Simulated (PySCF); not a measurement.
Gas-phase reaction: InH + F2 → InF + HF

Method: PySCF energies (xtb for GFN2) plus ideal-gas RRHO corrections (1 bar). † marks an energy on the PBE0/def2-TZVP geometry and frequencies; other levels use their own. CCSD(T) freezes the core. All species are closed-shell singlets. In: scalar-relativistic def2 core potential, no spin-orbit coupling. InH: computed as isolated molecules; such fragments, hydroxides, amides, oligomers or adducts are transient or little studied in the gas. CCSD(T) isn't extrapolated to the basis-set limit; its ΔH°(298 K) is -646.3 kJ in def2-SVP and -679.4 kJ in def2-TZVPP. The harmonic model lacks anharmonicity and excited electronic states, which grow with temperature; levels with a mode under 35 cm⁻¹ are left out.

```json
[
 {"level": "BLYP/def2-TZVP†", "ΔE electronic, kJ": "-666", "ΔH°(298 K), kJ": "-653", "ΔS°(298 K), J/K": "0", "ΔG°(2000 K), kJ": "-652"},
 {"level": "CCSD(T)/def2-TZVPP†", "ΔE electronic, kJ": "-692", "ΔH°(298 K), kJ": "-679", "ΔS°(298 K), J/K": "0", "ΔG°(2000 K), kJ": "-679"},
 {"level": "GFN2-xTB", "ΔE electronic, kJ": "-623", "ΔH°(298 K), kJ": "-609", "ΔS°(298 K), J/K": "1", "ΔG°(2000 K), kJ": "-605"},
 {"level": "PBE/def2-SVP", "ΔE electronic, kJ": "-627", "ΔH°(298 K), kJ": "-614", "ΔS°(298 K), J/K": "0", "ΔG°(2000 K), kJ": "-611"},
 {"level": "PBE/def2-TZVP†", "ΔE electronic, kJ": "-666", "ΔH°(298 K), kJ": "-653", "ΔS°(298 K), J/K": "0", "ΔG°(2000 K), kJ": "-652"},
 {"level": "PBE0/def2-QZVP†", "ΔE electronic, kJ": "-698", "ΔH°(298 K), kJ": "-685", "ΔS°(298 K), J/K": "0", "ΔG°(2000 K), kJ": "-685"},
 {"level": "PBE0/def2-SVP†", "ΔE electronic, kJ": "-655", "ΔH°(298 K), kJ": "-642", "ΔS°(298 K), J/K": "0", "ΔG°(2000 K), kJ": "-642"},
 {"level": "PBE0/def2-TZVP", "ΔE electronic, kJ": "-685", "ΔH°(298 K), kJ": "-672", "ΔS°(298 K), J/K": "0", "ΔG°(2000 K), kJ": "-672"},
 {"level": "r2SCAN/def2-TZVP†", "ΔE electronic, kJ": "-687", "ΔH°(298 K), kJ": "-674", "ΔS°(298 K), J/K": "0", "ΔG°(2000 K), kJ": "-674"},
 {"level": "LDA/def2-TZVP†", "ΔE electronic, kJ": "-683", "ΔH°(298 K), kJ": "-670", "ΔS°(298 K), J/K": "0", "ΔG°(2000 K), kJ": "-670"},
 {"level": "ωB97X-V/def2-TZVP†", "ΔE electronic, kJ": "-684", "ΔH°(298 K), kJ": "-671", "ΔS°(298 K), J/K": "0", "ΔG°(2000 K), kJ": "-671"}
]
```
ΔH° is lowest at PBE0/def2-QZVP† and highest at GFN2-xTB. No reference value is set beside these.
